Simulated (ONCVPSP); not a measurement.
Scattering properties, ONCV potential for Hg (Z = 80)

- Element: mercury (Hg)
- Generator: ONCVPSP 4.0.1
- Type: optimised norm-conserving Vanderbilt (ONCV)
- Functional: PBE
- Relativity: scalar-relativistic
- Frozen core: [Kr] 4d10 4f14
- Valence charge: 20
- Reference configuration: 5s2 5p6 5d10 6s1.75 6p0.25
- Partial waves: 5s+6s: rc 1.75 bohr, ncon 5, nbas 8, qcut 7 1/bohr, 3 projectors, debl 3.4 Ha; 5p+6p: rc 1.45 bohr, ncon 4, nbas 8, qcut 11.1 1/bohr, 2 projectors; 5d: rc 1.65 bohr, ncon 4, nbas 9, qcut 9.5 1/bohr, 2 projectors, debl 2.8 Ha
- Local potential: polynomial inside 1.05 bohr (lpopt 5, dvloc0 0 Ha)
- Core correction: none

The phase is arctan(r·R′/R) of the radial function R(r), unwrapped; energies in Ha, scanned from -6 to 5 Ha. A pole is an energy at which the radial function vanishes at the test radius. The pseudo phase is shifted by a multiple of π to meet the all-electron one at the reference energy, and phase errors are pseudo minus all-electron; the curves can meet again beyond the range given. Levels narrower than the energy grid can be missing from the lists of poles.

```json
{"channel": "s", "radius (bohr)": "1.77", "reference energy (Ha)": "-0.27", "poles, all-electron": "-4.25, 4.17", "poles, pseudo": "-4.25, 4.17", "unbroken range about the reference energy with phases within 0.05 rad": "the whole range", "phase error 1 Ha above the reference energy (rad)": "+0.000"}
{"channel": "p", "radius (bohr)": "1.47", "reference energy (Ha)": "-0.05", "poles, all-electron": "-1.42", "poles, pseudo": "-1.42", "unbroken range about the reference energy with phases within 0.05 rad": "the whole range", "phase error 1 Ha above the reference energy (rad)": "-0.000"}
{"channel": "d", "radius (bohr)": "1.67", "reference energy (Ha)": "-0.38", "poles, all-electron": "0.85", "poles, pseudo": "0.85", "unbroken range about the reference energy with phases within 0.05 rad": "the whole range", "phase error 1 Ha above the reference energy (rad)": "-0.000"}
```

Phases in the s channel:

| E (Ha) | all-electron | pseudo |
| --- | --- | --- |
| -5.96 | 1.319 | 1.319 |
| -5.68 | 1.300 | 1.300 |
| -5.40 | 1.273 | 1.273 |
| -5.12 | 1.226 | 1.227 |
| -4.84 | 1.113 | 1.113 |
| -4.56 | 0.205 | 0.206 |
| -4.28 | -1.537 | -1.537 |
| -4.00 | -1.699 | -1.699 |
| -3.72 | -1.761 | -1.761 |
| -3.44 | -1.800 | -1.800 |
| -3.16 | -1.833 | -1.833 |
| -2.88 | -1.865 | -1.864 |
| -2.60 | -1.898 | -1.898 |
| -2.32 | -1.936 | -1.936 |
| -2.04 | -1.982 | -1.982 |
| -1.76 | -2.040 | -2.040 |
| -1.48 | -2.115 | -2.115 |
| -1.20 | -2.218 | -2.218 |
| -0.92 | -2.367 | -2.367 |
| -0.64 | -2.590 | -2.590 |
| -0.36 | -2.917 | -2.917 |
| -0.08 | -3.327 | -3.327 |
| 0.20 | -3.711 | -3.711 |
| 0.48 | -3.991 | -3.991 |
| 0.76 | -4.178 | -4.178 |
| 1.04 | -4.305 | -4.305 |
| 1.32 | -4.394 | -4.394 |
| 1.60 | -4.460 | -4.460 |
| 1.88 | -4.510 | -4.510 |
| 2.16 | -4.551 | -4.551 |
| 2.44 | -4.584 | -4.584 |
| 2.72 | -4.611 | -4.611 |
| 3.00 | -4.636 | -4.636 |
| 3.28 | -4.657 | -4.657 |
| 3.56 | -4.676 | -4.676 |
| 3.84 | -4.693 | -4.693 |
| 4.12 | -4.710 | -4.710 |
| 4.40 | -4.726 | -4.726 |
| 4.68 | -4.741 | -4.741 |
| 4.96 | -4.756 | -4.756 |
